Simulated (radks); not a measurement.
Charge is removed step by step from the 5d5/2 level of Os, starting from [Xe] 4f14 5d(3/2: 4, 5/2: 2) 6s2. Method: Dirac Kohn-Sham, LDA (Slater exchange, Perdew-Wang correlation), spin-unpolarised, spherical densities, point nucleus; computed with a radial shooting solver on a logarithmic mesh with Libxc functionals.

removed (e) = 0: E - E(0) (eV) 0.000; eigenvalue (eV) -5.875; E minus straight line (eV) 0.000
removed (e) = 0.125: E - E(0) (eV) 0.805; eigenvalue (eV) -7.007; E minus straight line (eV) -0.527
removed (e) = 0.25: E - E(0) (eV) 1.753; eigenvalue (eV) -8.170; E minus straight line (eV) -0.911
removed (e) = 0.375: E - E(0) (eV) 2.849; eigenvalue (eV) -9.362; E minus straight line (eV) -1.147
removed (e) = 0.5: E - E(0) (eV) 4.095; eigenvalue (eV) -10.583; E minus straight line (eV) -1.233
removed (e) = 0.625: E - E(0) (eV) 5.495; eigenvalue (eV) -11.830; E minus straight line (eV) -1.164
removed (e) = 0.75: E - E(0) (eV) 7.054; eigenvalue (eV) -13.104; E minus straight line (eV) -0.938
removed (e) = 0.875: E - E(0) (eV) 8.772; eigenvalue (eV) -14.402; E minus straight line (eV) -0.551
removed (e) = 1: E - E(0) (eV) 10.655; eigenvalue (eV) -15.724; E minus straight line (eV) 0.000

Removing the whole electron costs 10.655 eV by Delta-SCF, against 5.875 eV from minus the eigenvalue at the starting occupation. Slater's transition state (half an electron removed) gives 10.583 eV. Integrating minus the eigenvalue over the occupation (Janak's theorem) gives 10.655 eV. The mean slope of the eigenvalue, de/dn, is 9.85 eV per electron.
